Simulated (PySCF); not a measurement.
# How methods differ on the excitation energy of P+

P+ [Ne] 3s2 3p2 (3P) → P+ [Ne] 3s2 3p1 4s1 (3P), as a difference of total energies. Calculation: PySCF 2.14, in aug-cc-pCVTZ-DK (8s7p5d3f, 75 functions); scalar relativity by spin-free X2C-1e. Correlated levels: valence and next inner shell: 1s2 frozen. The calculations carry no spin-orbit coupling.

```csv
method,excitation energy (eV)
UHF,10.506
MP2 (valence and next inner shell),10.677
SCS-MP2 (valence and next inner shell),10.650
CCSD (valence and next inner shell),10.696
CCSD(T) (valence and next inner shell),10.686
```

**Question.** How much does correlation contribute at CCSD(T) (valence and next inner shell)?

**Answer.** 10.686 − (10.506) = 0.180 eV, measured against UHF.

Errors of the correlated levels include the incompleteness of this basis and the frozen core.

For comparison: 10.740 eV (measured; NIST levels, between the centres of gravity of the two terms).
